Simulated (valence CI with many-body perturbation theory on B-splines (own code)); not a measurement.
Values are calculated unless marked as measured or tabulated.
**In¹⁰⁺: what each term of the Hamiltonian does**

Level of theory: configuration interaction combined with many-body perturbation theory (CI+MBPT): three valence electrons over a frozen Dirac-Fock core [Kr], a basis of 9 s, 9 p, 10 d, 8 f, 5 g, 3 h, 1 i functions for each j, with the one-electron correlation potential Σ1 (screened to all orders), the two-electron term Σ2, the three-electron term Σ3, Breit, model QED; selected single and double excitations, second order for the rest, scaled by the run's own slope (own B-spline code, finite nucleus).

No measured spectrum was set against this ion. As an estimate, terms of the open shell hold to 2 to 4 % of their energy, and close levels can change places. Core correlation moves these levels by up to 2800 cm⁻¹, and in measured spectra 5 to 20 % of such shifts remained as error; rates that hang on mixing are uncertain with them. The list stops below the first excitations out of the core. Only levels of the ground parity were solved; by the run's estimate the other parity begins above the list, which can be wrong where configurations are misplaced.

Each rung adds one term. CI alone is the Dirac-Coulomb CI over the frozen core; QED comes last and gives the full result, which names the levels. Energies are above 4d³ ⁴F_3/2 on the same rung, in cm⁻¹.

Names give the largest LS component (configuration and term), which can be under half, so a name can repeat, a term be missing and a line seem to break the LS rules; names also repeat where a configuration has a term twice. Letters in brackets count levels of one name in rising energy.

```csv
Level,CI alone,+ Σ1,+ Σ2,+ Σ3,+ Breit,Full
4d³ ⁴F_5/2,4643,4809,4886,4920,4706,4725
4d³ ⁴F_7/2,9506,9805,9905,9935,9536,9569
4d³ ⁴F_9/2,14049,14434,14442,14420,13901,13941
4d³ ⁴P_3/2,21074,21173,20872,20768,20688,20696
4d³ ⁴P_1/2,22779,22961,22479,22370,22183,22200
4d³ ²G_7/2,28577,28938,27705,27261,26882,26914
4d³ ²H_9/2,30116,30485,28511,28245,27845,27876
4d³ ⁴P_5/2,29462,29838,29505,29292,28861,28901
4d³ ²D_3/2 [a],33669,34064,34395,33993,33598,33637
4d³ ²P_1/2,35430,35871,36044,36216,35768,35810
4d³ ²H_11/2,40910,41449,38592,38369,37767,37813
4d³ ²G_9/2,42463,43137,41326,40986,40232,40298
4d³ ²D_5/2 [a],42086,42614,42866,42083,41529,41579
4d³ ²P_3/2,46073,46768,47607,47470,46714,46786
4d³ ²F_7/2,56051,56555,53923,53297,52815,52856
4d³ ²F_5/2,56468,56934,54322,53657,53280,53317
4d³ ²D_5/2 [b],82496,83118,83280,82184,81633,81687
4d³ ²D_3/2 [b],83401,84006,83478,82288,81809,81858
```

Q: How does the ionisation energy move along the ladder, and which term matters most?

A: CI alone 199.28, + Σ1 201.26, + Σ2 202.41, + Σ3 202.42, + Breit 202.39, + QED 202.40 eV. The largest step is Σ1, 1.97 eV. NIST lists 201 ± 2.4 eV (theoretical).
